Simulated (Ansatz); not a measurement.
**Molecular dynamics of C2H9BO2Si**

The input (input.yaml):

```yaml
crystal:
  periodic: [false, false, false]
  atoms:
    - { symbol: C, position_ang: [-1.836166, -2.015558, 0.233548] }
    - { symbol: O, position_ang: [-0.845291, -1.02205, -0.262386] }
    - { symbol: B, position_ang: [0.317217, -0.600697, 0.262417] }
    - { symbol: O, position_ang: [0.917888, -1.013479, 1.477562] }
    - { symbol: Si, position_ang: [1.394955, 0.828876, -0.618197] }
    - { symbol: C, position_ang: [0.469867, 2.44336, -0.435109] }
    - { symbol: H, position_ang: [-1.384018, -3.013496, 0.277208] }
    - { symbol: H, position_ang: [-2.447673, -2.038256, -0.683983] }
    - { symbol: H, position_ang: [-2.389752, -1.781127, 1.126265] }
    - { symbol: H, position_ang: [0.300032, -1.600814, 2.028702] }
    - { symbol: H, position_ang: [2.705457, 0.96705, -0.020301] }
    - { symbol: H, position_ang: [1.63043, 0.606318, -2.026189] }
    - { symbol: H, position_ang: [-0.294418, 2.570434, -1.186826] }
    - { symbol: H, position_ang: [-0.038984, 2.484823, 0.559874] }
    - { symbol: H, position_ang: [1.164636, 3.297787, -0.506036] }
basis:
  gaussian: { orbitals: STO-3G }
hamiltonian:
  xc: pbe0
  dispersion: d4
md:
  timestep: 1.0
  n_steps: 250
  ensemble: nvt_langevin
  temperature: 300.0
  initial_velocities: maxwell_boltzmann
  seed: 300401
  friction: 0.001
scf:
  lower_state_search: "off"
```

Run as:

```bash
$ ansatz run input.yaml --threads 1 --pin off --max-ram 2048MiB --backend cpu --events-out ev --progress --plain --runs-dir out
```

It goes on from the last frame of an earlier run, with new velocities.

Output, in part (step lines, the closing report, with atoms numbered from 0):

```
md step     0: t =     0.00 fs  T =   280.0 K  F+E_penalty+E_count = -14678.91240680 eV  E_kin = 0.542892 eV  (13 SCF iters)
[... lines left out ...]
Total energy: -14679.06996942 eV, -539.4458715453 hartree
Atom 0 at    -1.993095    -1.638053     0.389724 Å, force     0.384874    -1.149682    -2.094923 eV/Å
Atom 1 at    -1.003167    -0.768387    -0.208876 Å, force    -0.645786    -0.061688    -0.205798 eV/Å
Atom 2 at     0.195361    -0.612090     0.405153 Å, force     1.155699     1.992708    -0.809220 eV/Å
Atom 3 at     0.579523    -1.169967     1.565218 Å, force     1.817176     0.724979     0.238728 eV/Å
Atom 4 at     1.299218     0.875548    -0.437700 Å, force    -0.282003    -0.507529     0.515488 eV/Å
Atom 5 at     0.139032     2.348942    -0.611359 Å, force     0.261944    -0.470571    -0.023526 eV/Å
Atom 6 at    -1.596573    -2.593820     0.780120 Å, force    -0.003991    -0.187970    -0.352159 eV/Å
Atom 7 at    -2.723344    -1.803009    -0.423131 Å, force     0.057001    -0.653998     0.065058 eV/Å
Atom 8 at    -2.565261    -1.215912     1.166168 Å, force    -0.886759     1.498404     1.999010 eV/Å
Atom 9 at    -0.010498    -1.904569     1.822264 Å, force    -1.352180    -1.396298     0.674506 eV/Å
Atom 10 at     2.429227     1.280758     0.429454 Å, force    -0.574301    -0.235238    -0.638098 eV/Å
Atom 11 at     1.788067     0.545956    -1.768466 Å, force     0.081299    -0.051581     0.304512 eV/Å
Atom 12 at    -0.839239     2.098464    -1.016025 Å, force    -0.212918    -0.390748     0.102287 eV/Å
Atom 13 at     0.007052     2.755246     0.380158 Å, force    -0.332720     0.458840     0.462133 eV/Å
Atom 14 at     0.511175     3.135704    -1.250354 Å, force     0.532667     0.430372    -0.237998 eV/Å
Dipole moment:    -0.391317    -0.483814     0.237669 e Å
```

The steps, from the saved trajectory:

| time (fs) | T (K) | potential energy less start (eV) |
| --- | --- | --- |
| 0.0 | 280 | 0.000 |
| 8.0 | 236 | 0.078 |
| 16.0 | 254 | 0.091 |
| 24.0 | 286 | 0.073 |
| 32.0 | 334 | -0.052 |
| 40.0 | 272 | 0.086 |
| 48.0 | 299 | 0.044 |
| 56.0 | 193 | 0.227 |
| 64.0 | 326 | -0.042 |
| 72.0 | 321 | -0.005 |
| 80.0 | 349 | -0.070 |
| 88.0 | 292 | 0.022 |
| 96.0 | 280 | 0.047 |
| 104.0 | 242 | 0.081 |
| 112.0 | 204 | 0.152 |
| 120.0 | 236 | 0.100 |
| 128.0 | 364 | -0.142 |
| 136.0 | 330 | -0.061 |
| 144.0 | 316 | -0.055 |
| 152.0 | 317 | -0.042 |
| 160.0 | 242 | 0.102 |
| 168.0 | 236 | 0.129 |
| 176.0 | 253 | 0.095 |
| 184.0 | 342 | -0.071 |
| 192.0 | 317 | 0.005 |
| 200.0 | 311 | 0.025 |
| 208.0 | 356 | -0.074 |
| 216.0 | 222 | 0.210 |
| 224.0 | 283 | 0.089 |
| 232.0 | 309 | 0.049 |
| 240.0 | 290 | 0.090 |
| 248.0 | 404 | -0.151 |

All steps were run. A run of 0.25 ps of so small a system gives no equilibrium averages. Limits of this set-up: minimal basis.

The same pairs are bonded in the first frame and the last. Pairs count as bonded within 1.25 times the sum of covalent radii (0.12 Å more for H–H).

Last frame:

```xyz
15
Properties=species:S:1:pos:R:3
C -1.993 -1.638 0.390
O -1.003 -0.768 -0.209
B 0.195 -0.612 0.405
O 0.580 -1.170 1.565
Si 1.299 0.875 -0.438
C 0.139 2.349 -0.611
H -1.597 -2.594 0.780
H -2.723 -1.803 -0.423
H -2.565 -1.216 1.166
H -0.011 -1.905 1.822
H 2.429 1.281 0.429
H 1.788 0.546 -1.768
H -0.839 2.099 -1.016
H 0.007 2.755 0.380
H 0.511 3.136 -1.250
```

Time of the run: 11 min on 1 thread of Arm Neoverse V1 (shared host), peak memory 0.098 GiB.
